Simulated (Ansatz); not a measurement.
`[SeH][SeH]`, relaxed with RKS PBE0-D4/def2-TZVP in the Gaussian-basis code of Ansatz from a PBE-D4/def2-SVP geometry. The force threshold is 0.005 eV/Å; the program also tests the step.

Charge 0, multiplicity 1.

Start:

```xyz
4

Se   -0.432   -0.329   -1.165
Se    0.926    0.803    0.387
H    -0.327   -1.682   -0.543
H    -0.167    1.208    1.321
```

| step | energy (eV) | largest force (eV/Å) | largest move (Å) |
| --- | --- | --- | --- |
| 1 | -130716.7203 | 0.377 | 0.000 |
| 2 | -130716.7320 | 0.145 | 0.055 |
| 3 | -130716.7348 | 0.007 | 0.024 |
| 4 | -130716.7348 | 0.003 | 0.001 |

End:

```xyz
4

Se   -0.426   -0.323   -1.153
Se    0.917    0.794    0.381
H    -0.323   -1.653   -0.528
H    -0.167    1.182    1.300
```

Hardware: 2 threads of an Arm Neoverse V2 on a shared host. Wall time 8.5 s, peak host memory 0.22 GiB.
